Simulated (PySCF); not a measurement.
**Field gradients at the hydrogen positions**

Species: C₃H₁₀Si₃.
Structure used (PBE0-D3(BJ)/def2-SVP), in Å, numbered top down from 1:
```
atom  x, y, z in Å
C1     3.421   -0.656    0.348
C2     2.015   -0.549    0.009
C3     0.833   -0.461   -0.281
Si4   -0.943   -0.276   -0.666
Si5   -2.205   -0.971    1.186
Si6   -1.376    1.982   -1.134
H7     3.897    0.336    0.376
H8     3.959   -1.269   -0.392
H9     3.555   -1.124    1.336
H10   -1.300   -1.112   -1.856
H11   -1.861   -0.124    2.370
H12   -1.927   -2.402    1.517
H13   -3.665   -0.816    0.895
H14   -2.829    2.174   -1.436
H15   -0.574    2.448   -2.307
H16   -1.021    2.812    0.058
```

Level: PBE0/pcSseg-1 (PySCF, non-relativistic); Q(2H) = 0.00286 b; rigid geometry, the same for H and D, with no vibrational averaging.

Question: What are Vzz, η and χzz (234.96 MHz × Q × Vzz) at all hydrogens?

Answer: 
```
atom  bonded to  bond length (Å)  Vzz (au)     η  χzz (kHz)
  H7         C1            1.101    0.2876  0.03        193
  H8         C1            1.101    0.2886  0.03        194
  H9         C1            1.101    0.2879  0.03        193
 H10        Si4            1.497    0.1406  0.03         95
 H11        Si5            1.495    0.1412  0.01         95
 H12        Si5            1.495    0.1418  0.01         95
 H13        Si5            1.497    0.1402  0.01         94
 H14        Si6            1.497    0.1402  0.01         94
 H15        Si6            1.495    0.1418  0.01         95
 H16        Si6            1.495    0.1412  0.01         95
```

Question: Average by the element that carries the hydrogen.

Answer: on C: 194 kHz over 3 positions, mean bond length 1.101 Å; on Si: 95 kHz over 7 positions, mean bond length 1.496 Å.

Isolated species at its PBE0-D3(BJ)/def2-SVP geometry, gas phase. These gradients aren't converged with respect to the basis.
